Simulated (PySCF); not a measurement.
## [InH2]+: breathing scan

Level of theory: PBE0 in PySCF with In def2-TZVP with ECP28, H def2-TZVP; scalar-relativistic core potentials, no spin–orbit coupling; density-fitted integrals.

Rigid scan from the singlet minimum (In–H 1.666 Å (×2); H–In–H 180.0°). Coordinate: all bonds to the central atom scaled together. Energies in kJ/mol from the minimum.

| scale of all bonds to the centre | E (kJ/mol) |
| --- | --- |
| 0.88 | 74.8 |
| 0.92 | 30.0 |
| 0.96 | 6.8 |
| 1.00 | 0.0 |
| 1.04 | 5.6 |
| 1.08 | 20.4 |
| 1.14 | 54.6 |
| 1.22 | 113.4 |
| 1.35 | 219.8 |

At long bonds a restricted determinant can lie too high, and another spin state can fall below this curve.

Other isomers or separated fragments may lie lower.
